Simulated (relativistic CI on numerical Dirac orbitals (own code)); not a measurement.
One change at a time: Ce XXIV

Base calculation: Dirac-Coulomb-Breit CI, KLI orbitals optimised for each configuration, model QED, unscaled Slater integrals.

CI space (outside the closed core [Ar] 3d10): 4s²4p⁵, 4s4p⁶, 4s²4p⁴4d, 4s4p⁵4d, 4s²4p⁴4f, 4s4p⁵4f, 4p⁶4d, 4s4p⁴4d², 4s²4p³4d4f, 4p⁶4f, 4s²4p⁴5s, 4p⁵4d², 4p⁴4d³, 4p⁴4d²4f, 4p⁴4d²5s. Double excitations out of closed p, d and f shells are left out; levels of such configurations are missing from the list, as are those of other unlisted configurations, and high levels can miss mixing partners.

Variants: (1) valence Slater integrals scaled by 0.9; (2) one mean potential for all configurations. Shifts of the energy above 4s²4p⁵ ²P°3/2, in cm⁻¹, for the lowest level and the first level of each name with at least 55 % of one term (blank where a level changes its place among those of its configuration and J or its character, or is not in the variant):

```csv
Level,Base,Δ(1),Δ(2)
4s²4p⁵ ²P°3/2,0,0,0
4s²4p⁵ ²P°1/2,191899,+248,+7
4s4p⁶ ²S1/2,649545,+15150,+37
4s²4p⁴4d ⁴D5/2,748657,+8589,-67
4s²4p⁴4d ⁴F9/2,797985,+6197,-70
4s²4p⁴4d ⁴P1/2,842321,+3950,-58
4s²4p⁴4d ⁴D1/2,909192,+10654,-62
4s²4p⁴4d ²G9/2,1004671,+4748,-70
4s²4p⁴4d ²S1/2,1080757,-9509,-59
4s4p⁵4d ⁴P°1/2,1454473,+8761,-7
4s4p⁵4d ⁴P°3/2,1469952,+7957,-12
4s4p⁵4d ⁴F°7/2,1481395,+8482,-46
4s4p⁵4d ⁴F°9/2,1491031,+10105,-46
4s4p⁵4d ⁴D°1/2,1552287,+2400,-50
4s4p⁵4d ⁴D°7/2,1556823,+3129,-25
4s4p⁵4d ²F°7/2,1611889,-1579,-17
4s4p⁵4d ²P°1/2,1637384,-2601,-14
4s²4p⁴4f ⁴G°11/2,1793860,+149,-649
```

At this charge energies of transitions that change n are usually good to better than 1 %, and those within a shell (Δn = 0) to a few per cent.

Ionisation energy from the two ground configurations alone: base 784.451 eV. The NIST ASD value (theoretical) is 785 eV.

LS names give the leading component of a level, which can be under half, so a name can repeat, a term be missing and a line seem to break the LS rules.
